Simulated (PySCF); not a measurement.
**Bi⁷⁵⁺: ionisation energy**

Bi⁷⁵⁺ [He] 2s2 2p4 (3P) → Bi⁷⁶⁺ [He] 2s2 2p3 (4S), as a difference of total energies. All numbers are calculated (PySCF 2.14, scalar relativity by spin-free X2C-1e, in an uncontracted even-tempered set (18 s from 56 bohr⁻², ratio 2.2; 13 p from 72 bohr⁻², ratio 2.2; 5 d from 280 bohr⁻², ratio 2.4; 5 f from 420 bohr⁻², ratio 2.4; 4 g from 630 bohr⁻², ratio 2.4)). Correlated levels: nothing frozen; virtual orbitals above 40 to 60 times the deepest correlated orbital energy dropped. The calculations carry no spin-orbit coupling.

| method | ionisation energy (eV) |
| --- | --- |
| UHF | 21619.3 |
| PBE | 21622.9 |
| r2SCAN | 21626.5 |
| M06 | 21620.1 |
| BHandHLYP | 21623.0 |
| MP2 (all electrons) | 21621.2 |
| SCS-MP2 (all electrons) | 21621.3 |

Question: Estimate what PBE0 gives.

Answer: 21622.4 eV, closest to PBE among the rows shown.

Question: Estimate what LDA gives.

Answer: 21608.8 eV, closest to UHF among the rows shown.

Spin-orbit coupling is strong in these open shells (close to jj coupling). The scalar numbers leave it out and a first-order estimate fails, so it can dominate the gap to the real levels.

For this ion Breit and QED terms and the two-electron picture change, all absent here, outweigh the differences among the correlated methods.

For comparison: 20920 ± 100 eV (theoretical estimate listed by NIST; NIST Atomic Spectra Database, ionization energies).
